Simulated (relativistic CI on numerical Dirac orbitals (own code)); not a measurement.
## Hf2+ (5d2) in a crystal field

Calculated by Dirac-Coulomb-Breit CI, separate exchange-only KLI orbitals for each configuration, model QED (radiative potential, 1s self-energy scaled to tabulated hydrogen-like ionisation energies), valence Slater integrals scaled by 0.8, one configuration in a parametric crystal field (own radial code).

Field parameters in Wybourne normalisation: Oh B⁴₀ = 21Dq, B⁴₄ = √(5/14) B⁴₀. The field is a parameter set, without covalency.

S is read from ⟨S²⟩ = S(S + 1).

Levels (cm⁻¹, degeneracy): 0 (2), 86 (3), 1703 (3), 2350 (1), 8170 (3), 8341 (2), 17693 (1), 22441 (1), 22800 (3), 23338 (3), 23395 (2), 28699 (1).

Task: Which field gives this pattern?
A. Oh, 10Dq = 23200 cm⁻¹
B. Oh, 10Dq = 32050 cm⁻¹
C. Oh, 10Dq = 36450 cm⁻¹
D. Oh, 10Dq = 27600 cm⁻¹

Result: A. Oh, 10Dq = 23200 cm⁻¹, ground level with S = 0.99.
